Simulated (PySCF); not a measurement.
# Worked example: entropy of an ideal gas

BH2O2, SMILES O[B]O (connectivity only; charge and spin as stated), charge +1, multiplicity 1.

Coordinates come from a B3LYP-D3(BJ)/def2-TZVP optimisation. The multiplicity is an assumed one; other spin states were not compared. The isomer is the one that the SMILES or the coordinates give; other isomers of the formula were not compared. One conformer was computed; it need not be the lowest.

B3LYP-D3(BJ)/def2-TZVP (PySCF) gives the harmonic wavenumbers 302, 431, 433, 610, 628, 1083, 2085, 3746, 3767 cm⁻¹ and the rotational temperatures 29.9454, 0.4139, 0.4136 K. The molar mass is 44.82 g/mol, the symmetry number 2, the spin multiplicity 1.

Question: Work out the entropy at 298.15 K and 1 atm in the rigid-rotor, harmonic-oscillator model.

Answer: 
Translation (Sackur–Tetrode at 1 atm): S = R[1.5 ln M + 2.5 ln T − 1.16487] = 156.2 J/(mol K).
Rotation: q = (√π/σ) T^1.5/√(θA θB θC) = 2020, S = R[ln q + 3/2] = 75.7 J/(mol K).
Vibration: with u = 1.4388 ν/T, each mode gives R[u/(e^u − 1) − ln(1 − e^−u)]:
```json
[
 {"ν (cm⁻¹)": "302", "modes": "1", "u": "1.46", "S (J/(mol K))": "5.88"},
 {"ν (cm⁻¹)": "431", "modes": "1", "u": "2.08", "S (J/(mol K))": "3.58"},
 {"ν (cm⁻¹)": "433", "modes": "1", "u": "2.09", "S (J/(mol K))": "3.55"},
 {"ν (cm⁻¹)": "610", "modes": "1", "u": "2.94", "S (J/(mol K))": "1.81"},
 {"ν (cm⁻¹)": "628", "modes": "1", "u": "3.03", "S (J/(mol K))": "1.69"},
 {"ν (cm⁻¹)": "1083", "modes": "1", "u": "5.23", "S (J/(mol K))": "0.28"}
]
```
The stiffer modes add less than 0.005 each. Sum 16.8 J/(mol K).
Spin: R ln 1 = 0.0 J/(mol K).
Total 248.7 J/(mol K); the program's own thermochemistry gives 248.7. Translation makes up 63 % and vibration 7 %. Anharmonicity, hindered rotation and orbital degeneracy are left out.
